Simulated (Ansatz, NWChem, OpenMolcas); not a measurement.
**How basis sets differ on AlI (iodoaluminum)**

The species is AlI (2 atoms), meant as a singlet with charge 0. As SMILES, `[Al][I]`. The bond length is the measured one.

```xyz
2

Al    0.0000    0.0000    0.0000
I     0.0000    0.0000    2.5371
```

Each level gives the HOMO–LUMO gap (eV). The values are calculated.

| level | kind | program | value (eV) | CPU time |
| --- | --- | --- | --- | --- |
| HF/STO-3G | Hartree–Fock | OpenMolcas | 13.35 | 2.2 s |
| HF/3-21G | Hartree–Fock | Ansatz | 9.09 | 0.79 s |
| HF/def2-SVP (core potential) | Hartree–Fock | Ansatz | 9.37 | 0.28 s |
| HF/def2-TZVP (core potential) | Hartree–Fock | NWChem | 9.33 | 48 s |
| HF/def2-TZVPPD (core potential) | Hartree–Fock | Ansatz | 9.22 | 3.1 s |

All-electron rows without a relativistic Hamiltonian named are non-relativistic, while core potentials hold scalar relativity, so basis and relativity change together. The values span 9.09 to 13.35 eV. A Hartree–Fock LUMO above zero doesn't converge with the basis: it sinks as sets grow more diffuse. Orbital gaps aren't excitation energies. CPU times are rough (shared hosts, several kinds of processor): they show what a rung costs within a factor of a few.
